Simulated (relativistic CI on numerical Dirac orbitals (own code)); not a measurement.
# d3 in a ligand field

Computed with a parametric ligand-field model of a d^n configuration (Racah B and C, spin-orbit zeta, crystal field), exact diagonalisation.

Field parameters in Wybourne normalisation: Oh B⁴₀ = 21Dq, B⁴₄ = √(5/14) B⁴₀. The field is a parameter set, without covalency.

B = 430 cm⁻¹, C = 1650 cm⁻¹ (C/B = 3.84), Oh, no spin-orbit coupling. Tanabe-Sugano data, E/B above the lowest term (Δ = |10Dq|; b, c mark the second and third term of a kind):

| Δ/B | 4A2 | 4T2 | 4T1 | 4T1(b) | 2E | 2T1 | 2T2 |
| --- | --- | --- | --- | --- | --- | --- | --- |
| 1.0 | 0.00 | 1.00 | 1.79 | 16.21 | 16.41 | 16.48 | 16.86 |
| 3.0 | 0.00 | 3.00 | 5.29 | 18.71 | 17.24 | 17.71 | 19.31 |
| 5.0 | 0.00 | 5.00 | 8.68 | 21.32 | 17.64 | 18.37 | 21.44 |
| 7.0 | 0.00 | 7.00 | 11.92 | 24.08 | 17.89 | 18.75 | 23.14 |
| 9.0 | 0.00 | 9.00 | 15.00 | 27.00 | 18.08 | 19.01 | 24.36 |
| 11.0 | 0.00 | 11.00 | 17.92 | 30.08 | 18.23 | 19.19 | 25.26 |
| 13.0 | 0.00 | 13.00 | 20.68 | 33.32 | 18.36 | 19.33 | 25.98 |
| 15.0 | 0.00 | 15.00 | 23.29 | 36.71 | 18.46 | 19.44 | 26.59 |
| 17.0 | 0.00 | 17.00 | 25.79 | 40.21 | 18.56 | 19.53 | 27.11 |
| 19.0 | 0.00 | 19.00 | 28.19 | 43.81 | 18.65 | 19.61 | 27.58 |
| 21.0 | 0.00 | 21.00 | 30.51 | 47.49 | 18.72 | 19.67 | 27.99 |
| 23.0 | 0.00 | 23.00 | 32.78 | 51.22 | 18.79 | 19.73 | 28.36 |
| 25.0 | 0.00 | 25.00 | 35.00 | 55.00 | 18.86 | 19.78 | 28.69 |
| 27.0 | 0.00 | 27.00 | 37.18 | 58.82 | 18.92 | 19.82 | 28.99 |
| 29.0 | 0.00 | 29.00 | 39.34 | 62.66 | 18.98 | 19.86 | 29.26 |
| 31.0 | 0.00 | 31.00 | 41.47 | 66.53 | 19.03 | 19.89 | 29.50 |
| 33.0 | 0.00 | 33.00 | 43.58 | 70.42 | 19.07 | 19.92 | 29.73 |
| 35.0 | 0.00 | 35.00 | 45.68 | 74.32 | 19.12 | 19.95 | 29.93 |
| 37.0 | 0.00 | 37.00 | 47.77 | 78.23 | 19.16 | 19.98 | 30.12 |
| 39.0 | 0.00 | 39.00 | 49.84 | 82.16 | 19.20 | 20.00 | 30.29 |
| 41.0 | 0.00 | 41.00 | 51.91 | 86.09 | 19.24 | 20.02 | 30.45 |
| 43.0 | 0.00 | 43.00 | 53.97 | 90.03 | 19.27 | 20.04 | 30.60 |
| 45.0 | 0.00 | 45.00 | 56.03 | 93.97 | 19.31 | 20.06 | 30.74 |
| 47.0 | 0.00 | 47.00 | 58.08 | 97.92 | 19.34 | 20.07 | 30.86 |

The ground term stays 4A2.
